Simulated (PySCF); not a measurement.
# Tl: ionisation energy

Tl [Xe] 4f14 5d10 6s2 6p1 (2P) → Tl⁺ [Xe] 4f14 5d10 6s2 (1S), as a difference of total energies. Computed with PySCF 2.14 in x2c-TZVPPall (11s7p6d3f, 83 functions), with scalar relativity by spin-free X2C-1e. Correlated levels: valence and next inner shell: [Kr] 4d10 4f14 frozen. The calculations carry no spin-orbit coupling.

Task: Order these methods by the ionisation energy they give, lowest first.
A. CCSD (valence and next inner shell)
B. CCSD(T) (valence and next inner shell)
C. SCS-MP2 (valence and next inner shell)
D. UHF

Result: D (5.002 eV), C (5.179 eV), A (5.263 eV), B (5.285 eV).

Errors of the correlated levels include the incompleteness of this basis and the frozen core.

For comparison: 5.464 eV (measured; NIST levels, between the centres of gravity of the two terms).
